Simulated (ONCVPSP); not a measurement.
# What one change does to a pseudopotential (Fe (Z = 26), ONCV)

ONCVPSP 4.0.1 input, shortened (lines: element, Z, core and valence counts, functional; n l f; lmax; l rc ep ncon nbas qcut; lloc lpopt rc5 dvloc0; l nproj debl; icmod fcfact rcfact), LDA (Perdew-Wang 92), scalar-relativistic:

```
  Fe 26.00    5    2  -001012      upf
    1    0    2.00
    2    0    2.00
    2    1    6.00
    3    0    2.00
    3    1    6.00
    3    2    6.00
    4    0    2.00
    2
    0    2.15    0.00    4    9    3.70
    1    2.05    0.10    4    8    3.30
    2    1.20    0.00    5   10   13.10
    4    5    1.05    1.00
    0    2    3.10
    1    1    1.30
    2    3    1.10
    2    0.60    1.10
```

Change: d: qcut 9.5.

Cutoffs: the cutoffs (Ha) at which the residual kinetic energy of the hardest occupied pseudo-wave falls to 1 and 0.1 mHa per electron; they do not see the model core or the augmentation charge, which bear on the density cutoff. Errors are all-electron minus pseudo energies relative to the spin-unpolarised reference configuration.

Question: How do hardness, ghosts and transferability respond?

Answer: The potential gets harder (69 Ha and 78 Ha → 204 Ha and 262 Ha); both files keep a bound ghost (p, s); of the 4 tests that both files solve, the error grows in 0 and shrinks in 1 by more than 15 % and 0.3 meV (median size 31.1 → 26.7 meV).

| quantity | base | changed |
| --- | --- | --- |
| cutoff, loose | 69 Ha | 204 Ha |
| cutoff, tight | 78 Ha | 262 Ha |
| loose cutoff by channel | s 4.6 Ha, d 69 Ha | s 4.6 Ha, d 204 Ha |
| bound ghosts | s, p | s, p |
| GHOST(+) flags under 300 eV | p at 8.8 eV | p at 8.8 eV, d at 136.0 eV |
| error for 3d6 4s1, meV [ΔE 8.97 eV] | -5.3 | -4.6 |
| error for 3d6 4s0, meV [ΔE 25.46 eV] | -23 | -18 |
| error for 3d5 4s0, meV [ΔE 59.99 eV] | -40 | -35 |
| error for 3d7 4s0, meV [ΔE 6.84 eV] | -227 | -214 |
| s: phases at 2.19 bohr within 0.05 rad from the reference energy up to (Ha; the scan ends near 5) | 3.8 | 3.8 |
| p: phases at 2.08 bohr within 0.05 rad from the reference energy up to (Ha; the scan ends near 5) | 0.2 | 0.2 |
| d: phases at 1.22 bohr within 0.05 rad from the reference energy up to (Ha; the scan ends near 5) | to the end of the scan | 4.6 |
| rms error of d²Exc/dni dnj with the model core, mHa | 4.52 | 4.50 |

 A true bound ghost makes a file unfit for plane-wave use even where its test errors are small: the radial tests pick states by their node count and pass the ghost by.
